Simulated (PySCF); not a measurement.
SMILES O[SiH](O[SiH3])O (H₆O₃Si₂), B3LYP/def2-SVP optimised geometry.

```
11

Si    -1.85    -0.70     0.00
O     -2.49    -1.40     1.35
O     -2.33    -1.57    -1.32
O     -0.19    -0.70     0.00
Si     1.21    -0.34     0.82
H     -2.33     0.70     0.00
H     -2.52    -2.36     1.37
H     -1.70    -1.63    -2.05
H      2.33    -0.31    -0.17
H      1.50    -1.39     1.84
H      1.11     0.99     1.49
```

Density from B3LYP/def2-TZVP in PySCF at that geometry.

Minimum of the electron density along straight lines between bonded atoms, close to the bond critical point (lines longer than 1.1 times the sum of covalent radii, or with two minima, are not listed):

```csv
bond,length / Å,ρ at the minimum / e bohr⁻³,∇²ρ there / e bohr⁻⁵,position (fraction from the first atom)
Si1–O2,1.651,0.139,0.78,0.41
Si1–O3,1.657,0.137,0.77,0.41
Si1–O4,1.658,0.130,0.77,0.41
O4–Si5,1.663,0.128,0.76,0.59
Si1–H6,1.475,0.130,0.12,0.49
O2–H7,0.965,0.351,-2.36,0.80
O3–H8,0.964,0.352,-2.37,0.80
Si5–H9,1.489,0.123,0.13,0.49
Si5–H10,1.491,0.123,0.14,0.49
Si5–H11,1.492,0.122,0.14,0.49
```
